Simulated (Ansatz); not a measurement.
Geometry optimisation, RKS B3LYP-D4/def2-SVP (Ansatz).

input.yaml

```yaml
crystal:
  periodic: [false, false, false]
  atoms:
    - { symbol: Hf, position_ang: [0.0, 0.0, 0.0] }
    - { symbol: Cl, position_ang: [0.0, 0.0, 2.87] }
    - { symbol: Cl, position_ang: [2.3764, 0.0, -0.8392] }
    - { symbol: O, position_ang: [-0.975, 1.6891, -0.6893] }
    - { symbol: H, position_ang: [-1.9328, 1.4584, -0.9117] }
    - { symbol: O, position_ang: [-0.975, -1.6891, -0.6893] }
    - { symbol: H, position_ang: [-1.4296, -2.1548, 0.0831] }
    - { symbol: F, position_ang: [1.1957, 1.8033, 0.7189] }
    - { symbol: H, position_ang: [0.8728, 1.3162, 1.9315] }
basis:
  gaussian: { orbitals: def2-SVP }
hamiltonian:
  xc: b3lyp
  dispersion: d4
relax:
  f_tol: 0.15
  max_steps: 25
  restrain:
    - { distance: [0, 7], at: 3.18, k: 30.0 }
    - { distance: [8, 1], at: 2.57, k: 30.0 }
    - { distance: [0, 1], at: 2.52, k: 30.0 }
    - { distance: [8, 7], at: 0.92, k: 30.0 }
```

Command:

```bash
$ ansatz run input.yaml --threads 4 --pin off --max-ram 5120MiB --backend cpu --events-out ev --progress --plain --runs-dir out
```

Question: Where does it end, and by what steps?

Answer: The run converged. The restraints hold the end off the free minimum. After 13 steps the energy has fallen by 2.815 eV (the restraints' own energy left out); H9 moved furthest, 0.86 Å. Parted: Hf1–F8 (2.28 → 3.17 Å). Joined: F8–H9 (1.35 → 0.93 Å).

| step | energy less start (eV) | largest force component (eV/Å) | accepted |
| --- | --- | --- | --- |
| 0 | 0.0000 | 3.838 | yes |
| 1 | -0.5495 | 4.161 | yes |
| 2 | -1.0954 | 5.146 | yes |
| 3 | -1.8176 | 3.315 | yes |
| 4 | -2.3611 | 1.670 | yes |
| 5 | -2.5515 | 1.086 | yes |
| 6 | -2.6728 | 1.166 | yes |
| 7 | -2.7222 | 1.076 | yes |
| 8 | -2.7722 | 0.913 | yes |
| 9 | -2.8069 | 1.044 | yes |
| 10 | -2.8100 | 1.019 | yes |
| 11 | -2.7165 | 1.961 | no |
| 12 | -2.8112 | 0.939 | yes |
| 13 | -2.8149 | 0.973 | yes |

```xyz
9
Properties=species:S:1:pos:R:3
Hf -0.102 -0.221 0.115
Cl 0.065 -0.114 2.597
Cl 1.992 -0.392 -0.987
O -1.172 1.180 -0.611
H -1.666 1.892 -1.019
O -0.990 -1.863 -0.240
H -1.557 -2.568 -0.555
F 1.325 2.415 1.154
H 1.238 2.093 2.020
```

Run time: 45 s on 4 threads of Arm Neoverse V1, on a shared host, peak memory 0.34 GiB.
